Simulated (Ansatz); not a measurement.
Species: CH₃BF, charge 0, doublet. CH3BF (SMILES FB[CH2], doublet).
B3LYP-D3(BJ)/def2-TZVP minimum from Ansatz (a first-principles code):
```
B
F 1 1.3368
H 1 1.1938 2 117.09
C 1 1.5275 3 123.85 2 -180.00
H 4 1.0839 1 122.43 3 0.00
H 4 1.0855 5 115.07 1 180.00
```
Charge 0, spin multiplicity 2.

Total energies in hartree (Ansatz). UHF or UKS for unpaired electrons; spin-orbit terms are left out. Cores are frozen in correlated methods. No relativity. Where a partner has so few electrons that a lower coupled-cluster level is exact, that level stands in.

| species | HF/cc-pVTZ | CCSD(T)/cc-pVTZ | HF/cc-pVQZ | CCSD(T)/cc-pVQZ | CCSD(T)/cc-pVDZ | CCSDT(Q)/cc-pVDZ |
|---|---|---|---|---|---|---|
| 1: CH3BF (SMILES FB[CH2], doublet) | -163.82050 | -164.35324 | -163.83287 | -164.40269 | -164.18493 | -164.18641 |
| 2: B (doublet) | -24.53207 | -24.59810 | -24.53297 | -24.60084 | -24.58941 | -24.58977 |
| 3: C (triplet) | -37.69157 | -37.78076 | -37.69331 | -37.78654 | -37.76038 | -37.76071 |
| 4: H (doublet) | -0.49981 | -0.49981 | -0.49995 | -0.49995 | -0.49928 | -0.49928 |
| 5: F (doublet) | -99.40552 | -99.62036 | -99.41377 | -99.65026 | -99.52757 | -99.52776 |

Question: Work out the atomisation energy (electronic, to ground-state atoms) in kcal/mol: take Hartree-Fock from cc-pVQZ, extrapolate the CCSD(T) correlation energy as X^-3 (X = 3, 4), and add CCSDT(Q) - CCSD(T) in cc-pVDZ. 1 hartree = 627.51 kcal/mol.

Answer: 
Species 1: correlation (64·(-0.56982) - 27·(-0.53274))/37 = -0.59688; step -0.00148; E1 = -163.83287 + (-0.59688) + (-0.00148) = -164.43123
Species 2: correlation (64·(-0.06787) - 27·(-0.06603))/37 = -0.06921; step -0.00036; E2 = -24.53297 + (-0.06921) + (-0.00036) = -24.60254
Species 3: correlation (64·(-0.09323) - 27·(-0.08919))/37 = -0.09618; step -0.00033; E3 = -37.69331 + (-0.09618) + (-0.00033) = -37.78982
Species 4: correlation (64·(0.00000) - 27·(0.00000))/37 = 0.00000; step +0.00000; E4 = -0.49995 + (0.00000) + (+0.00000) = -0.49995
Species 5: correlation (64·(-0.23649) - 27·(-0.21484))/37 = -0.25229; step -0.00019; E5 = -99.41377 + (-0.25229) + (-0.00019) = -99.66625
-1·E1 +1·E2 +1·E3 +3·E4 +1·E5 = 0.87277 hartree = 547.7 kcal/mol.
